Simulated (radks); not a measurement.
Excited configurations of neutral selenium: one electron is placed in a higher orbital outside [Ar] 3d10 4s2 4p3. The ground configuration is [Ar] 3d10 4s2 4p4. All-electron calculation, scalar-relativistic Kohn-Sham, PBE, spin-polarised, spherical densities, point nucleus; open shells are filled with parallel spins first. Program: a radial shooting solver on a logarithmic mesh with Libxc functionals. Excitation = E - E(ground); binding = E(ion) - E, where the ion is the core of charge +1; n* = 1/sqrt(2 binding) in atomic units, and the quantum defect is n - n*.

| outer orbital | excitation (eV) | binding (eV) | n* | quantum defect | eigenvalue (eV) | <r> (bohr) |
|---|---|---|---|---|---|---|
| 5d | 8.187 | 1.330 | 3.198 | 1.802 | -0.730 | 14.05 |
| 6s | 7.669 | 1.848 | 2.713 | 3.287 | -1.153 | 12.16 |
| 7d | 8.927 | 0.590 | 4.801 | 2.199 | -0.392 | 37.00 |

Estimate the row for 5s.

Answer. excitation (eV) 5.628; binding (eV) 3.889; n* 1.870; quantum defect 3.130; eigenvalue (eV) -2.203; <r> (bohr) 5.733. The Delta-SCF ionisation energy is 9.517 eV (NIST Atomic Spectra Database: 9.752 eV, measured). Self-interaction in the functional shifts the binding energies and quantum defects, so they are the method's values and not measured ones. Open shells are spherical and high-spin; term and fine-structure splittings are not resolved.
